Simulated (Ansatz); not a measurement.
Consider the ligand exchange at a Ga–N bond: `C[N](C)[Ga]([Cl])[Cl]` + H–F → `[F][Ga]([Cl])[Cl]` + dimethylamine.

Gas-phase electronic energies from Ansatz, PBE0-D4/def2-TZVP geometries. CCSD(T)/CBS is the MP2 limit (def2-TZVPP, def2-QZVPP) plus CCSD(T) − MP2 in def2-TZVPP, frozen cores. This one scheme is used for every species. Functionals use def2-TZVPP. HSE06 is defined as in plane-wave codes. For Ga outer-core shells are correlated without core-valence functions, which leaves a few kJ/mol of doubt a bond. Scalar relativity is left out up to krypton. One conformer a species, not always the lowest.

```json
{"level": "LDA (SPW92)", "ΔE (kcal/mol)": "-3.3", "difference from CCSD(T)/CBS": "0.0"}
{"level": "r2SCANh-D4", "ΔE (kcal/mol)": "-7.3", "difference from CCSD(T)/CBS": "-4.0"}
{"level": "HSE06-D4", "ΔE (kcal/mol)": "-5.8", "difference from CCSD(T)/CBS": "-2.5"}
{"level": "BHLYP-D4", "ΔE (kcal/mol)": "-7.0", "difference from CCSD(T)/CBS": "-3.7"}
{"level": "ωB97M-V", "ΔE (kcal/mol)": "-7.3", "difference from CCSD(T)/CBS": "-4.0"}
{"level": "B2PLYP", "ΔE (kcal/mol)": "-8.0", "difference from CCSD(T)/CBS": "-4.7"}
{"level": "PBE-QIDH", "ΔE (kcal/mol)": "-6.0", "difference from CCSD(T)/CBS": "-2.7"}
{"level": "MP2/def2-TZVPP", "ΔE (kcal/mol)": "-3.2", "difference from CCSD(T)/CBS": "0.1"}
{"level": "SCS-MP2/def2-TZVPP", "ΔE (kcal/mol)": "-5.5", "difference from CCSD(T)/CBS": "-2.2"}
{"level": "MP2/def2-QZVPP", "ΔE (kcal/mol)": "-2.5", "difference from CCSD(T)/CBS": "0.8"}
{"level": "CCSD(T)/CBS", "ΔE (kcal/mol)": "-3.3", "difference from CCSD(T)/CBS": "0"}
```

Largest T1 diagnostic among the species: 0.012.

From BLYP to BHLYP (50 % exact exchange), in def2-TZVPP and without D4, ΔE moves by +0.8 kcal/mol. At CCSD(T), def2-SVP lies −4.8 kcal/mol from the extrapolated value and def2-TZVPP −1.5 kcal/mol. The D4 term adds +3.9 kcal/mol with B3LYP and +2.2 kcal/mol with PBE0; it sums over pairs of atoms, weighted by their polarisabilities, and B3LYP, whose exchange is more repulsive, gets the larger term.

B3LYP here is the variant with VWN-RPA as its local correlation; programs differ in this.
